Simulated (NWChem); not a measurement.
Species: CH6ClNSi; SMILES CN[SiH2]Cl

```xyz
10

Si    -0.6806     0.1167    -0.1590
Cl     0.4275     1.3573     1.1064
N      0.1128    -1.3266    -0.6285
C      0.3574    -2.4605     0.2343
H     -1.9070    -0.2397     0.6036
H     -0.9551     0.9031    -1.3901
H      0.7460    -1.2682    -1.4193
H      1.3238    -2.4108     0.7694
H     -0.4340    -2.5252     0.9975
H      0.3327    -3.4052    -0.3336
```
Atoms are numbered in this order, from 1.

Results from NWChem. Pople sets run with spherical d functions. STO-3G and 3-21G are far too small for this property and stand as cheap habits. Coordinates come from a PBE0/def2-SVP optimisation. GIAO values for the isolated, static molecule; σ is the absolute isotropic shielding, δ = σ(reference) − σ with the isolated reference molecule computed at the same levels (13C: tetramethylsilane, 1H: tetramethylsilane, 15N: ammonia, 29Si: tetramethylsilane).

For level Hartree-Fock/6-31G*:

```
Quantity                 Value
-----------------------  -----
δ Si1 (ppm)              -11.8
σ Cl2 (ppm)              976.8
δ N3 (ppm)                12.8
δ C4 (ppm)                28.3
δ H6 (ppm)                4.90
δ H7 (ppm)                0.21
δ H8 (rotor mean) (ppm)   2.56
```

Problem. Estimate the same quantities for level Hartree-Fock/STO-3G.

Solution. 
* **δ Si1 (ppm)**: -16.4
* **σ Cl2 (ppm)**: 1216.7
* **δ N3 (ppm)**: -40.8
* **δ C4 (ppm)**: 36.5
* **δ H6 (ppm)**: 2.83
* **δ H7 (ppm)**: -1.79
* **δ H8 (rotor mean) (ppm)**: 1.45
